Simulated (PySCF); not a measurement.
# Hf⁴⁵⁺ (hafnium, charge +45) across methods

[Ar] 3d9, 2D determinant. Computed with PySCF 2.14 in an uncontracted even-tempered set (18 s from 9.2 bohr⁻², ratio 2.5; 13 p from 12 bohr⁻², ratio 2.5; 8 d from 12 bohr⁻², ratio 2.5; 4 f from 52 bohr⁻², ratio 2.7; 3 g from 78 bohr⁻², ratio 2.7), with the spin-free X2C one-electron Hamiltonian (Gaussian nucleus).

| method | E (hartree) | mean ε 3p β (eV) | mean ε 3d α (eV) | mean ε 3d β (eV) | Σ⟨r²⟩ (bohr²) | ⟨S²⟩ |
| --- | --- | --- | --- | --- | --- | --- |
| r2SCAN | -13624.48 | -4295.8 | -3836.1 | -3829.7 | 0.7736 | 0.750 |
| PBE0 | -13623.92 | -4306.1 | -3847.5 | -3841.0 | 0.7739 | 0.750 |
| PBE | -13623.90 | -4284.9 | -3829.8 | -3823.9 | 0.7742 | 0.750 |
| revPBE | -13624.53 | -4285.1 | -3829.9 | -3823.9 | 0.7741 | 0.750 |
| LDA | -13613.52 | -4283.3 | -3829.2 | -3823.0 | 0.7746 | 0.750 |
| r2SCANh | -13624.43 | -4303.1 | -3842.5 | -3835.9 | 0.7736 | 0.750 |
| UHF | -13622.43417 | -4367.2 | -3898.5 | -3890.4 | 0.7733 | 0.750 |

Spin-orbit coupling, absent here, splits the open shell strongly.
